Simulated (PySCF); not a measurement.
Several structures and their simulated spectra, in scrambled order.

A. `C/N=C\[C@@H]1C=C[C@@H]1NC=O`
B. `CCc1cncc(CO)n1`
C. SMILES CCc1nnc(C2CC2)o1

Spectrum 1. 13C{1H} NMR (computed): δ 163.8 (C), 159.8 (C), 147.5 (CH), 146.0 (CH), 64.5 (CH2), 34.5 (CH2), 19.9 (CH3).

Spectrum 2. 13C{1H} NMR (computed): δ 166.3 (CH), 161.7 (CH), 151.1 (CH), 149.7 (CH), 52.4 (CH), 52.3 (CH), 43.0 (CH3).

Spectrum 3. 13C{1H} NMR (computed): δ 177.9 (C), 172.3 (C), 23.3 (CH2), 13.8 (CH2), 11.2 (CH3), 9.6 (CH).

All values are calculated (PySCF): geometry from GFN2-xTB, GIAO PBE0/pcSseg-1 shieldings. Non-relativistic Hamiltonian, one conformer, isolated molecule, averaged over atoms made equivalent by symmetry, fast rotation or ring inversion.

Shifts are taken against calculated references (same method and geometry level): TMS for 13C (σref 186.93). Acid and N–H amide carbonyl carbons lie up to 10 ppm further downfield in solution (hydrogen bonding). Shifts are as computed. Against solution values, carbons near 30 ppm lie about +3 ppm off and those near 130 ppm about +5 ppm. Of 1211 compounds with measured shifts, 218 miss one by over three times the rms of a fit or turn the order of signals round; such compounds aren't used in these exercises.

Problem. Match each spectrum to its structure.

Solution. 1–B, 2–A, 3–C.

- Spectrum 1 (B): 7 13C signals; δC 147.5 is an aromatic CH next to a ring nitrogen; δC 146.0 is an aromatic CH next to a ring nitrogen.
- Spectrum 2 (A): 7 13C signals; δC 161.7 is an amide carbonyl carbon; δC 151.1 is an alkene CH.
- Spectrum 3 (C): 6 13C signals; δC 23.3 is an sp3 CH2 on an aromatic ring; δC 13.8 is a three-membered-ring carbon.
